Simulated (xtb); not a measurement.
xtb input (GFN2-xTB):

```bash
xtb mol.xyz --gfn 2 --sp --chrg -1 --uhf 0
```
mol.xyz:
```
13

Ge    -1.53117805     0.02506855     0.01660483
C      0.37952910     0.00685194    -0.04675197
C      1.16632964     0.31805969    -1.11286353
C      2.63056376     0.21284357    -0.86362561
C      2.66665365    -0.18762419     0.44087480
C      1.30239933    -0.35928442     1.08872336
H     -2.12430030     0.45582165    -1.35092305
H     -2.19511066    -1.34731183     0.35274277
H     -2.14894725     0.99656763     1.07101171
H      0.74964345     0.62066300    -2.07354831
H      3.56685080    -0.38394215     1.02365017
H      1.12180631    -1.38473845     1.44630943
H      1.15490240     0.29566700     1.96126042
```

End of the output:

```
         :::::::::::::::::::::::::::::::::::::::::::::::::::::
         ::                     SUMMARY                     ::
         :::::::::::::::::::::::::::::::::::::::::::::::::::::
         :: total energy             -16.250773817182 Eh    ::
         :: gradient norm              0.022565809309 Eh/a0 ::
         :: HOMO-LUMO gap              1.473448664102 eV    ::
         ::.................................................::
         :: SCC energy               -16.464691996238 Eh    ::
         :: -> isotropic ES            0.105105868745 Eh    ::
         :: -> anisotropic ES          0.010380598700 Eh    ::
         :: -> anisotropic XC          0.007722121631 Eh    ::
         :: -> dispersion             -0.011052442854 Eh    ::
         :: repulsion energy           0.213918179056 Eh    ::
         :: add. restraining           0.000000000000 Eh    ::
         :: total charge              -1.000000000000 e     ::
         :::::::::::::::::::::::::::::::::::::::::::::::::::::

           -------------------------------------------------
          |                Property Printout                |
           -------------------------------------------------

    * Orbital Energies and Occupations

         #    Occupation            Energy/Eh            Energy/eV
      -------------------------------------------------------------
         1        2.0000           -0.4566658             -12.4265
       ...           ...                  ...                  ...
         4        2.0000           -0.3678403             -10.0094
         5        2.0000           -0.3399949              -9.2517
         6        2.0000           -0.3191152              -8.6836
         7        2.0000           -0.3163693              -8.6088
         8        2.0000           -0.2913036              -7.9268
         9        2.0000           -0.2884977              -7.8504
        10        2.0000           -0.2875341              -7.8242
        11        2.0000           -0.2534800              -6.8975
        12        2.0000           -0.2358199              -6.4170
        13        2.0000           -0.2120490              -5.7701
        14        2.0000           -0.2083474              -5.6694
        15        2.0000           -0.1455427              -3.9604
        16        2.0000           -0.0977126              -2.6589 (HOMO)
        17                         -0.0435644              -1.1854 (LUMO)
        18                          0.0361580               0.9839
        19                          0.0560491               1.5252
        20                          0.0641588               1.7458
        21                          0.0825904               2.2474
        22                          0.1386288               3.7723
        23                          0.1957191               5.3258
        24                          0.2056592               5.5963
        25                          0.2993918               8.1469
        26                          0.3119239               8.4879
        27                          0.3452558               9.3949
       ...                                ...                  ...
        36                          1.1592219              31.5440
      -------------------------------------------------------------
                  HL-Gap            0.0541482 Eh            1.4734 eV
             Fermi-level           -0.0706385 Eh           -1.9222 eV

     #   Z          covCN         q      C6AA      α(0)
     1  32 Ge       3.676     0.119   169.554    23.385
     2   6 C        2.900    -0.087    30.174     9.007
     3   6 C        3.070    -0.022    28.482     8.751
     4   6 C        1.985    -0.343    41.862    10.449
     5   6 C        3.034    -0.073    29.797     8.953
     6   6 C        3.864    -0.035    21.156     6.541
     7   1 H        0.923    -0.114     6.093     3.860
     8   1 H        0.919    -0.122     6.407     3.959
     9   1 H        0.919    -0.122     6.407     3.959
    10   1 H        0.925    -0.055     4.212     3.209
    11   1 H        0.925    -0.084     5.032     3.508
    12   1 H        0.923    -0.031     3.655     2.990
    13   1 H        0.923    -0.031     3.655     2.990

 Mol. C6AA /au·bohr⁶  :       3124.914518
 Mol. C8AA /au·bohr⁸  :     106011.012861
 Mol. α(0) /au        :         91.560045

Wiberg/Mayer (AO) data.
largest (>0.10) Wiberg bond orders for each atom

 ---------------------------------------------------------------------------
     #   Z sym  total        # sym  WBO       # sym  WBO       # sym  WBO
 ---------------------------------------------------------------------------
     1  32 Ge   3.689 --     2 C    0.954     7 H    0.854     9 H    0.844
                             8 H    0.844
     2   6 C    3.957 --     3 C    1.689     6 C    1.010     1 Ge   0.954
                             5 C    0.117
     3   6 C    3.943 --     2 C    1.689     4 C    1.095    10 H    0.961
     4   6 C    3.008 --     5 C    1.750     3 C    1.095
     5   6 C    3.930 --     4 C    1.750     6 C    0.985    11 H    0.965
                             2 C    0.117
     6   6 C    3.972 --     2 C    1.010     5 C    0.985    12 H    0.949
                            13 H    0.949
     7   1 H    0.987 --     1 Ge   0.854
     8   1 H    0.985 --     1 Ge   0.844
     9   1 H    0.985 --     1 Ge   0.844
    10   1 H    0.997 --     3 C    0.961
    11   1 H    0.993 --     5 C    0.965
    12   1 H    0.999 --     6 C    0.949
    13   1 H    0.999 --     6 C    0.949
 ---------------------------------------------------------------------------

Topologies differ in total number of bonds
Writing topology from bond orders to xtbtopo.mol

molecular dipole:
                 x           y           z       tot (Debye)
 q only:       -1.932      -0.054       0.301
   full:       -2.595      -0.229       0.914       7.017
molecular quadrupole (traceless):
                xx          xy          yy          xz          yz          zz
 q only:      -16.841      -0.074      10.357       2.015       1.266       6.483
  q+dip:      -22.509      -1.632      12.131       7.558       0.417      10.379
Note: The following floating-point exceptions are signalling: IEEE_UNDERFLOW_FLAG IEEE_DENORMAL
normal termination of xtb
   full:      -23.219      -1.789      13.583       8.225       1.144       9.636

           -------------------------------------------------
          | TOTAL ENERGY              -16.250773817182 Eh   |
          | GRADIENT NORM               0.022565809309 Eh/α |
          | HOMO-LUMO GAP               1.473448664102 eV   |
           -------------------------------------------------

------------------------------------------------------------------------
------------------------------------------------------------------------
 total:
 SCF:
```

It need not be the lowest isomer of its formula. Whether it binds its extra electron was not tested at this geometry.
